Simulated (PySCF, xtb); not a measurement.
Ga(F)2(SeH) (F₂GaHSe), SMILES [F][Ga]([F])[SeH].

GFN2-xTB in xtb at its own geometry gives an orbital gap of 2.88 eV and a dipole moment of 3.63 D.

Coordinates come from a B3LYP-D3(BJ)/def2-SVP optimisation. One conformer was computed; it need not be the lowest.

### Question
What does PBE/def2-TZVPD (PySCF) give? (An estimate is asked for; the answer gives what the named calculation found.)

### Answer
gap 4.11 eV (levels -7.01 and -2.90 eV), dipole 2.54 D.
